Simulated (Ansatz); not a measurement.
Geometry optimisation of trans-PdCl2(PF3)2 (P₂PdCl₂F₆).

```yaml
crystal:
  periodic: [false, false, false]
  atoms:
    - {symbol: Pd, position_ang: [0.000438, -0.000026, -0.002644]}
    - {symbol: Cl, position_ang: [2.276116, 0.205950, 0.346326]}
    - {symbol: P, position_ang: [0.032589, 2.242036, -0.021802]}
    - {symbol: F, position_ang: [0.929078, 2.935573, -1.112268]}
    - {symbol: F, position_ang: [0.555778, 2.959746, 1.276293]}
    - {symbol: F, position_ang: [-1.307465, 3.039234, -0.239434]}
    - {symbol: Cl, position_ang: [-2.275390, -0.205617, -0.350491]}
    - {symbol: P, position_ang: [-0.032440, -2.242139, 0.021577]}
    - {symbol: F, position_ang: [-0.924683, -2.931235, 1.118382]}
    - {symbol: F, position_ang: [1.307958, -3.039714, 0.235770]}
    - {symbol: F, position_ang: [-0.561968, -2.963819, -1.271709]}
basis:
  gaussian: {orbitals: def2-SVP}
magnetization: {spin_polarized: true, initial_magnetization: 2}
hamiltonian: {xc: r2scan, dispersion: d4}
scf: {lower_state_search: "off"}
output: {orbitals: {seedname: orbitals}}
relax: {f_tol: 0.03, max_steps: 70}
```

```sh
$ ansatz run in.yaml --threads 6 --pin off --events-out ev --progress --plain --max-ram 7833MiB
```

It prints (some lines left out):

```
Functional definition: r2SCAN
mean field -63375.19495361 eV, -2328.9954572950 hartree, gradient 6.8e-6 eV, S^2 2.006091; 0 other end points of the search recorded, 0 dependent functions left out
relax step   1: F+E_penalty+E_count = -63375.32550555 eV  Δ(F+E_penalty+E_count) = +0.000e0 eV  max|allowed force component| = 1.204e0 eV/Å  Δτ_max = 0.0000 Å  (21 SCF iters, accepted)
mean field -63375.50727597 eV, -2329.0069349303 hartree, gradient 4.3e-6 eV, S^2 2.006244; 0 other end points of the search recorded, 0 dependent functions left out
relax step   2: F+E_penalty+E_count = -63375.63377781 eV  Δ(F+E_penalty+E_count) = -3.083e-1 eV  max|allowed force component| = 1.561e-1 eV/Å  Δτ_max = 0.1613 Å  (24 SCF iters, accepted)
mean field -63375.52429356 eV, -2329.0075603150 hartree, gradient 2.6e-6 eV, S^2 2.006168; 0 other end points of the search recorded, 0 dependent functions left out
relax step   3: F+E_penalty+E_count = -63375.65017588 eV  Δ(F+E_penalty+E_count) = -1.640e-2 eV  max|allowed force component| = 1.158e-1 eV/Å  Δτ_max = 0.0372 Å  (24 SCF iters, accepted)
mean field -63375.51787428 eV, -2329.0073244108 hartree, gradient 2.4e-6 eV, S^2 2.006239; 0 other end points of the search recorded, 0 dependent functions left out
relax step   4: F+E_penalty+E_count = -63375.64348999 eV  Δ(F+E_penalty+E_count) = +6.686e-3 eV  max|allowed force component| = 6.388e-1 eV/Å  Δτ_max = 0.0544 Å  (24 SCF iters, rejected (line search))
mean field -63375.53101907 eV, -2329.0078074732 hartree, gradient 2.9e-6 eV, S^2 2.006134; 0 other end points of the search recorded, 0 dependent functions left out
relax step   5: F+E_penalty+E_count = -63375.65664701 eV  Δ(F+E_penalty+E_count) = -6.471e-3 eV  max|allowed force component| = 4.677e-2 eV/Å  Δτ_max = 0.0265 Å  (24 SCF iters, accepted)
mean field -63375.53217992 eV, -2329.0078501336 hartree, gradient 2.5e-6 eV, S^2 2.006116; 0 other end points of the search recorded, 0 dependent functions left out
relax step   6: F+E_penalty+E_count = -63375.65760184 eV  Δ(F+E_penalty+E_count) = -9.548e-4 eV  max|allowed force component| = 3.728e-3 eV/Å  Δτ_max = 0.0198 Å  (26 SCF iters, accepted)
Total energy: -63375.65763352 eV, -2329.0124604683 hartree
Atom 0 at     0.000212    -0.000042    -0.001419 Å, force     0.000271     0.000131    -0.000258 eV/Å
Atom 1 at     2.334909     0.194690     0.357334 Å, force     0.000365     0.003574     0.000560 eV/Å
Atom 2 at    -0.002174     2.398098    -0.029622 Å, force     0.000974     0.003625    -0.000181 eV/Å
Atom 3 at     0.927420     3.084515    -1.113503 Å, force     0.001487    -0.001448     0.000267 eV/Å
Atom 4 at     0.554845     3.109171     1.271994 Å, force     0.001349    -0.001528     0.000092 eV/Å
Atom 5 at    -1.313901     3.263252    -0.243353 Å, force    -0.002129     0.001619    -0.000348 eV/Å
Atom 6 at    -2.334821    -0.194664    -0.357850 Å, force    -0.000912    -0.003604     0.000460 eV/Å
Atom 7 at     0.002366    -2.398117     0.028133 Å, force    -0.000670    -0.003728    -0.000346 eV/Å
Atom 8 at    -0.923013    -3.080742     1.117995 Å, force    -0.001321     0.001555    -0.000370 eV/Å
Atom 9 at     1.314560    -3.263208     0.239235 Å, force     0.002107    -0.001679     0.000363 eV/Å
Atom 10 at    -0.560393    -3.112964    -1.268943 Å, force    -0.001521     0.001482    -0.000238 eV/Å
Dipole moment:     0.000138    -0.000027    -0.001119 e Å
Checks for a lower state left out: stability, starts, cluster_reference, orbital_swaps, neighbouring_geometries, increment
```

Run time 56 s (6 threads of Intel Xeon on a shared host).

In the def2 sets Pd takes a core potential; there is no spin–orbit coupling. The name describes the singlet; other states may take another shape. At r2SCAN-D4/def2-SVP a singlet of charge 0 lies 1.71 eV below the triplet, each at its own geometry.
